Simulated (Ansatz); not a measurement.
One geometry of C$_{2}$H$_{8}$AlGa (`[CH3][AlH][CH2][GaH2]`), several functionals.

```yaml
crystal:
  periodic: [false, false, false]
  atoms:
    - {symbol: C, position_ang: [-1.302252, 1.730740, -0.409624]}
    - {symbol: Al, position_ang: [-0.554988, 0.447149, 0.857073]}
    - {symbol: C, position_ang: [1.148093, -0.429995, 0.519058]}
    - {symbol: Ga, position_ang: [1.070121, -2.040093, -0.582693]}
    - {symbol: H, position_ang: [-2.299503, 1.416505, -0.737394]}
    - {symbol: H, position_ang: [-1.432918, 2.712605, 0.058674]}
    - {symbol: H, position_ang: [-0.683556, 1.865398, -1.300294]}
    - {symbol: H, position_ang: [-1.360433, 0.079781, 2.181107]}
    - {symbol: H, position_ang: [1.589580, -0.700946, 1.483619]}
    - {symbol: H, position_ang: [1.786223, 0.290055, -0.006112]}
    - {symbol: H, position_ang: [1.140838, -1.918627, -2.149676]}
    - {symbol: H, position_ang: [0.898785, -3.452572, 0.086271]}
basis:
  gaussian: {orbitals: def2-TZVPP}
hamiltonian: {xc: {name: LC-wPBE}}
output: {orbitals: {seedname: orbitals}}
```

```sh
$ ansatz run in.yaml --threads 2 --pin off --events-out ev --progress --plain --max-ram 32768MiB --backend cpu
```

It prints (some lines left out):

```
Functional definition: LC-wPBE
1469 factors; their error is unknown
505 factors; integrals over basis functions are off by at most 2.9e-5 eV
mean field evaluation 1: about -61163.3007 eV, gradient 5.9e1 eV
mean field evaluation 2: about -61165.7057 eV, gradient 5.0e1 eV
mean field evaluation 4: about -61170.0043 eV, gradient 2.7e0 eV
mean field evaluation 8: about -61170.0222 eV, gradient 1.9e-1 eV
mean field evaluation 16: about -61169.9949 eV, gradient 1.8e-4 eV
mean field -61169.99490878 eV, -2247.9558503859 hartree, gradient 1.7e-5 eV, S^2 0.000000; 0 other end points of the search recorded, 0 dependent functions left out
reference -61169.99490879 eV, -2247.9558503862 hartree; 32, 32 occupied and 232, 232 virtual orbitals, 1469 factors
Total energy: -61169.99490879 eV, -2247.9558503862 hartree
```

Hardware: 2 threads of an AMD EPYC 7R13 on a shared host. Wall time 4.5 s, peak host memory 0.57 GiB.

With the line `hamiltonian: {xc: {name: wB97M-V}}` and forces (abridged; 18 s):

```
Functional definition: wB97M-V
mean field evaluation 16: about -61175.3541 eV, gradient 6.1e-5 eV
mean field -61175.35409833 eV, -2248.1527969694 hartree, gradient 6.1e-5 eV, S^2 0.000000
Total energy: -61175.35416264 eV, -2248.1527993326 hartree
Atom 0 force    -0.021834     0.024466    -0.014614 eV/Å
Atom 1 force    -0.054277    -0.027648     0.098815 eV/Å
Atom 2 force     0.020891     0.013565     0.016906 eV/Å
Atom 3 force    -0.009837    -0.087589    -0.057634 eV/Å
Atom 4 force     0.074946     0.029698     0.019701 eV/Å
Atom 5 force     0.008514    -0.071327    -0.041933 eV/Å
Atom 6 force    -0.048880    -0.004396     0.062113 eV/Å
Atom 7 force     0.073861     0.038630    -0.125870 eV/Å
Atom 8 force    -0.021382     0.031675    -0.073561 eV/Å
Atom 9 force    -0.036205    -0.046544     0.048846 eV/Å
Atom 10 force    -0.003776    -0.015187     0.127298 eV/Å
Atom 11 force     0.017979     0.114657    -0.060068 eV/Å
Dipole moment:     0.117116     0.186109    -0.005874 e Å
```

With the line `hamiltonian: {xc: {name: B3LYP}, dispersion: d4}` and forces (abridged; 8.5 s):

```
Functional definition: B3LYP
mean field evaluation 16: about -61182.6136 eV, gradient 2.4e-5 eV
mean field -61182.61361542 eV, -2248.4195793016 hartree, gradient 2.4e-5 eV, S^2 0.000000
Total energy: -61182.98966810 eV, -2248.4333989828 hartree
Atom 0 force    -0.032666     0.046627    -0.048411 eV/Å
Atom 1 force    -0.078114    -0.019848     0.138735 eV/Å
Atom 2 force     0.083951     0.143193     0.110975 eV/Å
Atom 3 force     0.014065    -0.158956    -0.107142 eV/Å
Atom 4 force     0.042900     0.022835     0.004491 eV/Å
Atom 5 force     0.003818    -0.037824    -0.031494 eV/Å
Atom 6 force    -0.036718     0.002435     0.037229 eV/Å
Atom 7 force     0.047512     0.021385    -0.083561 eV/Å
Atom 8 force    -0.009870     0.024824    -0.067081 eV/Å
Atom 9 force    -0.025768    -0.046514     0.045326 eV/Å
Atom 10 force    -0.005910    -0.006446     0.011196 eV/Å
Atom 11 force    -0.003201     0.008288    -0.010263 eV/Å
Dipole moment:     0.112369     0.194525     0.002305 e Å
```

Changing it to `hamiltonian: {xc: {name: PBE-QIDH}}` (abridged; 8.5 s):

```
Functional definition: PBE-QIDH
mean field evaluation 16: about -61148.6740 eV, gradient 1.2e-4 eV
mean field -61148.67402769 eV, -2247.1723224576 hartree, gradient 8.1e-6 eV, S^2 0.000000
16 core orbitals not correlated: weight in the atoms' cores, before any rotation towards them, 1.000 or more for the frozen orbitals, at most 0.000 for the correlated occupied ones
second order -20.76614908 eV of doubles, -0.00000000 eV of singles
Total energy: -61155.59609404 eV, -2247.4267037041 hartree
```

With the line `hamiltonian: {xc: pbe0, dispersion: d4}` (abridged; 4.8 s):

```
Functional definition: PBE0
mean field evaluation 16: about -61167.4199 eV, gradient 3.6e-5 eV
mean field -61167.41993058 eV, -2247.8612216824 hartree, gradient 3.6e-5 eV, S^2 0.000000
Total energy: -61167.61948964 eV, -2247.8685553428 hartree
```

With the line `hamiltonian: {xc: {name: BLYP}, dispersion: d4}` (abridged; 3.1 s):

```
Functional definition: BLYP
mean field evaluation 16: about -61180.7041 eV, gradient 1.6e-4 eV
mean field -61180.70408272 eV, -2248.3494052692 hartree, gradient 3.2e-5 eV, S^2 0.000000
Total energy: -61181.20048711 eV, -2248.3676477940 hartree
```

B3LYP takes the VWN-RPA correlation (the form of Gaussian; ORCA's B3LYP/G).
